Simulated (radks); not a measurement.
Results of a calculation; reference values are marked as such.
Neutral samarium inside a hard spherical wall (all orbitals vanish at R), configuration held at [Xe] 4f6 6s2 and not refilled when levels cross. Level of theory: scalar-relativistic Kohn-Sham, PBE, spin-polarised, spherical densities, finite nucleus; open shells are filled with parallel spins first (spin-orbit coupling, left out, can overturn this in heavy ions); Fermi nuclear charge, rms radius 5.0819 fm (a radial shooting solver on a logarithmic mesh with Libxc functionals). Eigenvalues in eV for spin up, with the zero of energy where the potential of the charges vanishes at infinity; a dash marks a level that is unbound or too diffuse for the functional's potential to be trusted. A positive occupied level is held by the wall or, in an anion where self-interaction has pushed it up, behind a barrier. The pressure on the wall is -dE/dV.

R (bohr)  E (hartree)  kinetic (hartree)    e(5s)    e(5p)   e(6s)   e(4f)  e(5d, empty)  e(6p, empty)  pressure (GPa)
free      -10426.7492          11144.103  -44.175  -23.925  -3.673  -3.670        -1.900        -1.245               0
20        -10426.7492          11144.103  -44.175  -23.924  -3.673  -3.669        -1.900        -1.244        < 0.0001
7         -10426.6950          11144.395  -42.731  -22.510  -2.221  -2.239        -0.559         1.385            2.31
5         -10426.4020          11145.534  -39.799  -19.723   2.930   0.798         2.724         9.187            32.5
2.5       -10417.5535          11176.799  -11.512   10.953  95.087  33.757        45.290        119.07            6160
2         -10402.4896          11224.063   22.615   51.114  209.54  65.889        97.633        243.62           30000
1.5       -10347.8803          11384.767   138.08   183.21  532.78  143.68        253.16        582.27          218000
